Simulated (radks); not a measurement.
Spherical quantum dot in the effective-mass picture: electrons in a parabolic well V = omega^2 r^2 / 2 with omega = 1.41, with a point charge +1 (a donor) at the centre, all in effective atomic units (hartree* = m*/eps^2 hartree, bohr* = eps/m* bohr), one dielectric constant everywhere. Method: non-relativistic Kohn-Sham, PBE, spin-polarised, spherical densities; computed with a radial shooting solver with Libxc functionals. Levels are named by radial order and angular momentum (1s, 1p, 1d, 2s, ...), and open shells are averaged over m. Each electron was tried in the lowest free levels, single moves between levels near the top were tried too, and the lowest total energy was kept; such a search can miss a lower state. At N = 1 the Hartree and exchange-correlation terms need not cancel, so that row can carry a self-interaction error.

| N | open shells | 2S | E (hartree*) | mu = E(N) - E(N-1) (hartree*) | addition energy mu(N+1) - mu(N) (hartree*) | e(HOMO) (hartree*) | rms radius (bohr*) |
|---|---|---|---|---|---|---|---|
| 1 | 1s(up 1, down 0) | 1 | 0.603668 | 0.60367 | 1.087 | 1.0255 | 0.8602 |
| 2 | none | 0 | 2.29473 | 1.6911 | 2.396 | 2.0736 | 0.9235 |
| 3 | 1p(up 1, down 0) | 1 | 6.38138 | 4.0866 | 0.5833 | 4.3734 | 1.097 |
| 4 | 1p(up 2, down 0) | 2 | 11.0513 | 4.6699 | 0.5963 | 4.9680 | 1.191 |
| 5 | 1p(up 3, down 0) | 3 | 16.3176 | 5.2663 | 0.7747 | 5.5636 | 1.257 |
| 6 | 1p(up 3, down 1) | 2 | 22.3586 | 6.0410 | 0.5323 | 6.3035 | 1.312 |
| 7 | 1p(up 3, down 2) | 1 | 28.9319 | 6.5733 | 0.5432 | 6.8446 | 1.359 |
| 8 | none | 0 | 36.0485 | 7.1166 | 1.441 | 7.3881 | 1.400 |
| 9 | 2s(up 1, down 0) | 1 | 44.6058 | 8.5572 | 0.5634 | 8.8013 | 1.459 |
| 10 | none | 0 | 53.7264 | 9.1206 | 0.5888 | 9.3610 | 1.510 |
| 11 | 1d(up 1, down 0) | 1 | 63.4358 | 9.7094 | 0.4591 | 9.9391 | 1.555 |
| 12 | 1d(up 2, down 0) | 2 | 73.6042 | 10.168 | 0.4570 | 10.397 | 1.595 |
| 13 | 1d(up 3, down 0) | 3 | 84.2297 | 10.625 | 0.4538 | 10.853 | 1.631 |
| 14 | 1d(up 4, down 0) | 4 | 95.3089 | 11.079 | 0.4499 | 11.305 | 1.664 |
| 15 | 1d(up 5, down 0) | 5 | 106.838 | 11.529 | 0.5669 | 11.753 | 1.695 |
| 16 | 1d(up 5, down 1) | 4 | 118.934 | 12.096 | 0.4268 | 12.310 | 1.725 |
| 17 | 1d(up 5, down 2) | 3 | 131.457 | 12.523 | 0.4257 | 12.736 | 1.753 |
| 18 | 1d(up 5, down 3) | 2 | 144.406 | 12.949 | 0.4236 | 13.161 | 1.780 |
| 19 | 1d(up 5, down 4) | 1 | 157.778 | 13.372 | 0.4208 | 13.583 | 1.805 |
| 20 | none | 0 | 171.571 | 13.793 | 1.297 | 14.002 | 1.829 |
| 21 | 1f(up 1, down 0) | 1 | 186.661 | 15.090 | 0.3864 | 15.284 | 1.859 |
| 22 | 1f(up 2, down 0) | 2 | 202.138 | 15.476 | 0.3848 | 15.669 | 1.887 |
| 23 | 1f(up 3, down 0) | 3 | 217.999 | 15.861 | 0.3829 | 16.053 | 1.914 |
| 24 | 1f(up 4, down 0) | 4 | 234.243 | 16.244 | - | 16.435 | 1.940 |

All shells are closed at N = 2, 8, 10, 20 (there: 1s2 1p6 1d10 2s2); the second difference of the energy has clear peaks (12 % above both neighbours; the first and last values, which can be the largest, are not judged, and half-filled shells can peak too) at N = 2, 5, 8, 15, 20.
